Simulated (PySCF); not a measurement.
## Polarisability and C₆ of S+ (sulfur, charge +1)

[Ne] 3s2 3p3, high-spin 4S determinant. Computed with PySCF 2.14 in aug-cc-pwCVQZ (10s9p7d5f3g, 134 functions), with no relativity, point nucleus. Coupled (time-dependent) response in atomic units; α is the mean over directions.

```csv
method,mean α (bohr³),C₆ (like pair),S(−4)
PBEsol,11.05,54.54,34.45
```

S(−4) is the Cauchy moment in α(ω) = α(0) + S(−4) ω² + …

α(iu) at PBEsol:

```json
{"u (hartree)": "0", "α(iu) (bohr³)": "11.05"}
{"u (hartree)": "0.0500", "α(iu) (bohr³)": "10.96"}
{"u (hartree)": "0.100", "α(iu) (bohr³)": "10.72"}
{"u (hartree)": "0.200", "α(iu) (bohr³)": "9.843"}
{"u (hartree)": "0.300", "α(iu) (bohr³)": "8.690"}
{"u (hartree)": "0.500", "α(iu) (bohr³)": "6.390"}
{"u (hartree)": "0.750", "α(iu) (bohr³)": "4.280"}
{"u (hartree)": "1.00", "α(iu) (bohr³)": "2.967"}
{"u (hartree)": "1.50", "α(iu) (bohr³)": "1.627"}
{"u (hartree)": "2.00", "α(iu) (bohr³)": "1.027"}
{"u (hartree)": "3.00", "α(iu) (bohr³)": "0.5310"}
{"u (hartree)": "5.00", "α(iu) (bohr³)": "0.2365"}
```

For an ion, C₆ is the dispersion term alone; charge-induced terms of lower order in 1/R come first.
